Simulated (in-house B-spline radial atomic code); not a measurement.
Ionising Bi7+ with different functionals

Computed with a radial B-spline atomic code at the basis-set limit: scalar-relativistic (spin-free X2C) Hamiltonian, Fermi nucleus of rms radius 5.5211 fm, spin-polarised at highest spin, spherical fractional occupations for the functionals, the average over the highest-spin determinants for Hartree-Fock. The ionisation energy is the difference of two self-consistent energies, [Xe] 4f14 5d8 → [Xe] 4f14 5d7, without Breit or QED terms; ε is the level of the shell that loses the electron (its least bound occupied spin orbital). There is no spin-orbit coupling in this Hamiltonian.

Hybrids are left out here: with spherical fractional occupations of an open shell their exact exchange keeps a self-interaction that integer-occupation calculations don't have.

```json
{"method": "Hartree-Fock", "rung": "Hartree-Fock", "ΔSCF (eV)": "123.05", "-ε(5d) (eV)": "124.11"}
{"method": "LDA VWN5", "rung": "LDA", "ΔSCF (eV)": "125.00", "-ε(5d) (eV)": "115.84"}
{"method": "LDA PW92", "rung": "LDA", "ΔSCF (eV)": "124.99", "-ε(5d) (eV)": "115.83"}
{"method": "LDA exchange-only", "rung": "LDA", "ΔSCF (eV)": "122.86", "-ε(5d) (eV)": "113.76"}
{"method": "PBE", "rung": "GGA", "ΔSCF (eV)": "124.57", "-ε(5d) (eV)": "115.45"}
{"method": "PBEsol", "rung": "GGA", "ΔSCF (eV)": "124.62", "-ε(5d) (eV)": "115.49"}
{"method": "BLYP", "rung": "GGA", "ΔSCF (eV)": "124.37", "-ε(5d) (eV)": "115.25"}
{"method": "RPBE", "rung": "GGA", "ΔSCF (eV)": "124.49", "-ε(5d) (eV)": "115.38"}
{"method": "PW91", "rung": "GGA", "ΔSCF (eV)": "124.68", "-ε(5d) (eV)": "115.56"}
{"method": "BP86", "rung": "GGA", "ΔSCF (eV)": "124.70", "-ε(5d) (eV)": "115.57"}
{"method": "AM05", "rung": "GGA", "ΔSCF (eV)": "?", "-ε(5d) (eV)": "?"}
{"method": "OLYP", "rung": "GGA", "ΔSCF (eV)": "124.93", "-ε(5d) (eV)": "115.81"}
{"method": "TPSS", "rung": "meta-GGA", "ΔSCF (eV)": "?", "-ε(5d) (eV)": "?"}
{"method": "SCAN", "rung": "meta-GGA", "ΔSCF (eV)": "124.62", "-ε(5d) (eV)": "115.61"}
{"method": "r2SCAN", "rung": "meta-GGA", "ΔSCF (eV)": "124.67", "-ε(5d) (eV)": "115.67"}
{"method": "revTPSS", "rung": "meta-GGA", "ΔSCF (eV)": "124.54", "-ε(5d) (eV)": "115.44"}
```

(1) What does AM05 give?

(2) What does TPSS give?

(3) How do they compare with the NIST value?

Results:

(1) ΔSCF 124.70 eV, and -ε(5d) = 115.56 eV.

(2) ΔSCF 124.51 eV, and -ε(5d) = 115.42 eV.

(3) NIST lists 122 eV ± 2.1 (tabulated theory, ground level to ground level). Errors run from +0.86 to +3.00 eV; all lie within about twice that uncertainty, so the table can't rank the methods. Hartree-Fock also lacks correlation.
